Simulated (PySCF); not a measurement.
# C₆ coefficients of unlike pairs at LC-wPBE

Calculated with PySCF 2.14 from the dipole response of each species, C₆(A,B) = (3/π) ∫ α_A(iu) α_B(iu) du, in atomic units, from isotropic polarisabilities. For ions this is the dispersion term alone; charge-induced terms of lower order in 1/R come first.

| species | configuration | basis | relativity | α (bohr³) | C₆ (like pair) |
| --- | --- | --- | --- | --- | --- |
| Cu⁻ | [Ar] 3d10 4s2 (1S) | aug-cc-pVTZ-PP with one added diffuse shell each of s, p, d, f, g type with ECP10MDF (7s7p6d4f3g) | core potential | 229.9 | 3404 |
| S³⁺ | [Ne] 3s2 3p1 (2P) | def2-TZVPPD (6s6p4d1f) | none | 5.396 | 14.34 |
| Li | [He] 2s1 (2S) | aug-cc-pCVQZ (9s8p6d4f2g) | none | 160.5 | 1347 |

(1) Estimate C₆ for S³⁺ with Cu⁻.

No spin-orbit coupling is included.

The other pairs:

```tsv
pair	C₆
Li, S³⁺	83.26
Li, Cu⁻	2118
```

Answers

(1) The integral gives 154.3. The combination rule 2 C_A C_B / (C_A α_B/α_A + C_B α_A/α_B) gives 141.3 and the geometric mean 220.9.
